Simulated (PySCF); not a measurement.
# Spinor energies of F⁵⁺ (fluorine, charge +5)

Start: [He] 2s2. Calculated with PySCF 2.14 in an uncontracted even-tempered set (18 s from 0.45 bohr⁻², ratio 2.4; 10 p from 0.58 bohr⁻², ratio 2.4; 5 d from 2.2 bohr⁻², ratio 2.6; 5 f from 3.3 bohr⁻², ratio 2.6): generalised Hartree-Fock with the X2C-1e Hamiltonian and a Gaussian nucleus; one run each with spin-orbit coupling (SO) switched off, then screened by Boettger's factors.

```tsv
spinor shell	electrons	ε, spin-free (eV)	ε, screened SO (eV)	weight of nominal j (screened SO)	rms radius, screened SO (bohr)
1s1/2	2	-873.27	-873.27	1.000	0.202
2s1/2	2	-154.33	-154.33	1.000	0.874
```

| quantity | spin-free | screened SO |
| --- | --- | --- |
| E (hartree) | -88.02209 | -88.02209 |
| M_J | 0 | 0 |
| ⟨J²⟩ | 0.000 | 0.000 |
| ⟨L²⟩ | 0.000 | 0.000 |
| ⟨S²⟩ | 0.000 | 0.000 |

Without spin-orbit coupling the j labels of p, d and f shells carry no meaning; the spin-free column gives the mean over the occupied spinors of each nl shell.
